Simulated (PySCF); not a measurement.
# Electronic structure of Mn (manganese, neutral) at the B3LYP level

Configuration: [Ar] 3d5 4s2, high-spin 6S determinant. Computed with PySCF 2.14 in aug-cc-pVTZ (8s7p5d3f2g, 93 functions), with the non-relativistic Hamiltonian (point nucleus).

- Total energy: -1151.031 hartree
- One-electron energy: -1585.177 hartree
- Hartree (Coulomb) energy: 486.242 hartree
- Exchange-correlation energy: -52.096 hartree
- Kinetic energy: 1149.52935 hartree
- ⟨S²⟩: 8.7579
- ⟨L²⟩: 0.000
- Sum of ⟨r⟩: 21.60 bohr
- Sum of ⟨r²⟩: 41.01 bohr²
- Density at the nucleus (Gaussians lack the cusp): 10500 bohr⁻³
- Spin density at the nucleus: 1.05 bohr⁻³
- Langevin diamagnetic susceptibility: -32.5 ×10⁻⁶ cm³/mol

```tsv
shell	electrons	mean orbital energy (hartree)	rms radius, mean of both spins (bohr)
1s α	1	-235.51588	0.0713
1s β	1	-235.51420	0.0713
2s α	1	-27.38541	0.306
2s β	1	-27.29862	0.306
2p α	3	-23.45422	0.275
2p β	3	-23.38175	0.275
3s α	1	-3.31854	0.925
3s β	1	-3.09724	0.925
3p α	3	-2.18252	0.991
3p β	3	-1.94837	0.991
3d α	5	-0.37284	1.34
4s α	1	-0.21682	3.44
4s β	1	-0.18728	3.44
```
